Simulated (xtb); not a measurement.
ClTl, charge -1, doublet, at a GFN2-xTB geometry (such geometries of metal compounds can be far from the true shape) (a state made from the parent by changing its charge; the spin is typed, not shown lowest); GFN2-xTB (xtb 6.7.1).

Here is a job for xtb.
```
$ xtb mol.xyz --gfn 2 --chrg -1 --uhf 1 --json

# file mol.xyz
2

Tl    -0.00000000    -0.00000000    -0.47641043
Cl     0.00000000     0.00000000     2.26995558
```

It wrote (shortened):

```
   ID    Z sym.   atoms
    1   81 Tl     1
    2   17 Cl     2

           -------------------------------------------------
          |                Calculation Setup                |
           -------------------------------------------------

           -------------------------------------------------
          |                 G F N 2 - x T B                 |
           -------------------------------------------------

          ...................................................
          :                      SETUP                      :
          :.................................................:
          :  # basis functions                  14          :
          :  # atomic orbitals                  13          :
          :  # shells                            5          :
          :  # electrons                        11          :
          :  max. iterations                   250          :
          :  Hamiltonian                  GFN2-xTB          :
          :  restarted?                      false          :
          :  GBSA solvation                  false          :
          :  PC potential                    false          :
          :  electronic temp.          300.0000000     K    :
          :  accuracy                    1.0000000          :
          :  -> integral cutoff          0.2500000E+02      :
          :  -> integral neglect         0.1000000E-07      :
          :  -> SCF convergence          0.1000000E-05 Eh   :
          :  -> wf. convergence          0.1000000E-03 e    :
          :  Broyden damping             0.4000000          :
          :  net charge                         -1          :
          :  unpaired electrons                  1          :
          ...................................................

 iter      E             dE          RMSdq      gap      omega  full diag
   1     -6.2793189 -0.627932E+01  0.112E+01    0.00       0.0  T
   2     -6.2802977 -0.978884E-03  0.563E+00    0.00       1.0  T
   3     -6.2808489 -0.551139E-03  0.828E-01    0.00       1.0  T
   4     -6.2810537 -0.204862E-03  0.448E-01    0.00       1.0  T
   5     -6.2811318 -0.780185E-04  0.229E-01    0.00       1.0  T
   6     -6.2811612 -0.294131E-04  0.310E-02    0.00       2.3  T
   7     -6.2811611  0.270805E-07  0.149E-02    0.00       4.7  T
   8     -6.2811612 -0.290435E-07  0.618E-04    0.00     114.5  T
   9     -6.2811612  0.633094E-11  0.430E-04    0.00     164.6  T

[...]
         :: total energy              -6.281156544702 Eh    ::
[...]
         6        0.5000           -0.0238283              -0.6484 (HOMO)
         7        0.5000           -0.0238283              -0.6484 (LUMO)
         8                          0.1772080               4.8221
         9                          0.2731929               7.4340
        10                          0.2731929               7.4340
        11                          0.2754437               7.4952
        12                          0.2754437               7.4952
        13                          0.2896164               7.8809
      -------------------------------------------------------------
                  HL-Gap            0.0000000 Eh            0.0000 eV
             Fermi-level           -0.0716848 Eh           -1.9506 eV

     #   Z          covCN         q      C6AA      α(0)
     1  81 Tl       0.661    -0.384   684.052    68.540
     2  17 Cl       0.661    -0.616   119.409    16.711

 Mol. C6AA /au·bohr⁶  :       1327.894395
 Mol. C8AA /au·bohr⁸  :     175517.573312
 Mol. α(0) /au        :         85.250444

Wiberg/Mayer (AO) data.
largest (>0.10) Wiberg bond orders for each atom

 ---------------------------------------------------------------------------
     #   Z sym  total        # sym  WBO       # sym  WBO       # sym  WBO
 ---------------------------------------------------------------------------
     1  81 Tl   0.651 --     2 Cl   0.651
     2  17 Cl   0.651 --     1 Tl   0.651
 ---------------------------------------------------------------------------

Topologies differ in total number of bonds
Writing topology from bond orders to xtbtopo.mol

molecular dipole:
                 x           y           z       tot (Debye)
 q only:        0.000       0.000      -2.297
   full:        0.000       0.000      -2.600       6.609
molecular quadrupole (traceless):
                xx          xy          yy          xz          yz          zz
 q only:        5.824       0.000       5.824       0.000       0.000     -11.648
  q+dip:        7.470       0.000       7.470       0.000       0.000     -14.940
   full:        6.979      -0.000       6.979      -0.000       0.000     -13.959

           -------------------------------------------------
          | TOTAL ENERGY               -6.281156544702 Eh   |
          | GRADIENT NORM               0.000000553338 Eh/α |
          | HOMO-LUMO GAP               0.000000000016 eV   |
           -------------------------------------------------

normal termination of xtb
```
